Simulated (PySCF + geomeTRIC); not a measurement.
The multiplicity is imposed and other spin states were not computed.

Species: [Cd(F)(NH2)] (charge 0, multiplicity 1).

Q: Give a relaxed geometry from BP86-D3(BJ)/def2-SVP (PySCF + geomeTRIC).

A: Several could match; the one computed here: the end point of this relaxation, one of several conformers.
Cartesian coordinates (Å) in one orientation:
```xyz
5

Cd    -0.107    -0.089     0.078
F      1.004    -1.197    -1.064
N     -1.204     1.217     1.157
H     -0.924     1.137     2.149
H     -2.189     0.905     1.142
```
